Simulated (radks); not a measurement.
Species: the tungsten ion W41+. Configuration: [Ar] 3d10 4s2 4p3.

Calculated with a radial shooting solver on a logarithmic mesh with Libxc functionals: non-relativistic Kohn-Sham, PBE, spin-polarised, spherical densities, point nucleus; open shells are filled with parallel spins first (spin-orbit coupling, left out, can overturn this in heavy ions); relativity is left out, which matters for an element this heavy.

Energy parts (eV):
total: -386819.68
kinetic: 386770.94
electron-nucleus: -849318.43
Hartree: 82060.31
exchange-correlation: -6332.50

Orbitals (lengths in bohr, moments of r in powers of bohr; r(max) is where P^2 peaks):
orbital,occ.,eigenvalue (eV),<1/r>,<r^4>,r(max),<r>
1s up,1,-65667.86,73.45,7.905e-07,0.01358,0.02047
1s down,1,-65665.08,73.45,7.904e-07,0.01358,0.02047
2s up,1,-12377.19,17.25,0.0001280,0.07394,0.08637
2s down,1,-12375.72,17.25,0.0001280,0.07394,0.08636
2p up,3,-11948.80,17.28,0.00008051,0.05740,0.07305
2p down,3,-11946.34,17.28,0.00008051,0.05741,0.07305
3s up,1,-4204.890,6.756,0.004129,0.2015,0.2158
3s down,1,-4202.154,6.758,0.004112,0.2015,0.2157
3p up,3,-4010.903,6.705,0.003644,0.1896,0.2057
3p down,3,-4007.825,6.707,0.003629,0.1897,0.2055
3d up,5,-3655.291,6.616,0.002409,0.1492,0.1798
3d down,5,-3652.515,6.618,0.002399,0.1492,0.1797
4s up,1,-2038.448,3.387,0.05611,0.4208,0.4246
4s down,1,-2023.776,3.386,0.05639,0.4204,0.4249
4p up,3,-1953.834,3.337,0.05568,0.4161,0.4208
4p down,0,-1939.336,3.338,0.05595,0.4156,0.4210

The highest occupied level is 4p up at -1953.8 eV. The electron density at the nucleus is 2.908e+05 e/bohr^3.
